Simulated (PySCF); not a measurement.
## How methods differ on the ionisation energy of Cr¹⁰⁺

Cr¹⁰⁺ [Ne] 3s2 3p2 (3P) → Cr¹¹⁺ [Ne] 3s2 3p1 (2P), as a difference of total energies. All numbers are calculated (PySCF 2.14, the non-relativistic Hamiltonian (point nucleus), in an uncontracted even-tempered set (17 s from 0.49 bohr⁻², ratio 2.5; 11 p from 0.64 bohr⁻², ratio 2.5; 5 d from 3.8 bohr⁻², ratio 2.7; 4 f from 5.7 bohr⁻², ratio 2.7)). Correlated levels: outer shells: 1s2 frozen; virtual orbitals above 40 to 60 times the deepest correlated orbital energy dropped. The calculations carry no spin-orbit coupling.

| method | ionisation energy (eV) |
| --- | --- |
| UHF | 268.25 |
| LDA | 269.34 |
| PBE | 269.29 |
| PBE0 | 269.31 |
| r2SCAN | 269.57 |
| revPBE | 269.26 |
| r2SCAN0 | 269.51 |
| MP2 (outer shells) | 268.82 |
| SCS-MP2 (outer shells) | 268.67 |

Problem. How much does correlation contribute at MP2 (outer shells)?

Solution. 268.82 − (268.25) = 0.57 eV, measured against UHF.

A first-order spin-orbit estimate (lowest level to lowest level, LS coupling) adds -0.045 eV.

These non-relativistic numbers lack the scalar-relativistic shift.

For comparison: 270.8 ± 0.5 eV (semi-empirical (NIST evaluation); NIST Atomic Spectra Database, ionization energies).
